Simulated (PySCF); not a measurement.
B(Br)(NH2)2 (BBrH4N2), SMILES NB(N)Br.

Coordinates come from a PBE0-D3(BJ)/def2-SVP optimisation. The structure was generated by enumeration, and PubChem lists no compound with its InChIKey, so it may never have been made. Other conformers were not sampled.

Two levels are set side by side: PBE/def2-TZVP (PySCF) and B3LYP/def2-TZVP (PySCF). Same geometry, gas phase. Differences are taken from unrounded values.

```csv
quantity,PBE
orbital gap (eV),5.85
highest occupied level (eV),-5.98
lowest empty level (eV),-0.13
dipole moment (D),3.04
mean polarisability (bohr³),50.7
```

Problem. These are the PBE values. What does B3LYP give? (An estimate is asked for; the answer gives what the named calculation found.)

Solution. 
```tsv
quantity	B3LYP	PBE minus B3LYP
orbital gap (eV)	7.47	-1.62
highest occupied level (eV)	-7.17	1.19
lowest empty level (eV)	0.30	-0.43
dipole moment (D)	3.05	-0.02
mean polarisability (bohr³)	49.1	1.6
```

Without exact exchange PBE keeps part of each electron's self-repulsion, which lifts occupied levels and narrows the gap. Loosely held outer electrons make PBE densities more polarisable. Differences between two approximate levels are no errors against the true value.

Rough cost on one machine, each run with all the roots and properties that it gave: B3LYP against PBE within a factor of 2.
